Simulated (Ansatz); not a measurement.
Calculated with Ansatz (gas phase, PBE0-D4/def2-TZVP geometries, no zero-point term in ΔE). CCSD(T)/CBS is the MP2 limit (def2-TZVPP, def2-QZVPP) plus CCSD(T) − MP2 in def2-TZVPP, frozen cores. DFT in def2-TZVPP. B3LYP here is the variant with VWN-RPA as its local correlation; programs differ in this. Each species was taken in one conformer, which may not be the lowest.

Consider the isomerisation: `OC(O)([SiH3])[SiH3]` → `C[SiH2][SiH](O)O`.

`OC(O)([SiH3])[SiH3]`:

```xyz
13

O    -1.381    0.350   -0.966
C    -0.411    0.221    0.059
O    -0.921    0.591    1.329
Si    0.263   -1.564    0.111
Si    0.934    1.515   -0.346
H    -2.008   -0.380   -0.919
H    -1.489   -0.108    1.672
H     1.286   -1.732    1.174
H     0.811   -1.981   -1.204
H    -0.927   -2.411    0.438
H     0.326    2.867   -0.364
H     1.521    1.193   -1.672
H     1.997    1.437    0.689
```

`C[SiH2][SiH](O)O`:

Cartesian coordinates in Å:
```
C -1.073 1.440 -0.869
Si -0.108 -0.131 -1.233
Si 0.788 -1.044 0.732
O 1.927 -0.078 1.437
O -0.530 -1.265 1.703
H -1.869 1.239 -0.150
H -1.524 1.839 -1.780
H -0.423 2.213 -0.451
H 1.001 0.158 -2.187
H -0.996 -1.141 -1.875
H 1.518 -2.325 0.544
H 1.689 0.836 1.602
H -0.400 -1.740 2.526
```

```csv
level,ΔE (kcal/mol)
B3LYP,-92.0
SCS-MP2/def2-TZVPP,-93.4
```

Question: What does CCSD(T)/CBS give? (Estimate.)

Answer: Ansatz gave: -93.4 kcal/mol. The listed levels differ from it by 1.4, 0.0 kcal/mol.

Largest T1 diagnostic among the species: 0.013.

The D4 term adds +1.1 kcal/mol with B3LYP and +0.5 kcal/mol with PBE0; it sums over pairs of atoms, weighted by their polarisabilities, and B3LYP, whose exchange is more repulsive, gets the larger term. From PBE to PBE0 (25 % exact exchange), in def2-TZVPP and without D4, ΔE moves by −3.1 kcal/mol.

CCSD(T)/CBS has its own doubt, a few kJ/mol and more with outer-core shells, so smaller differences from it don't rank the levels.
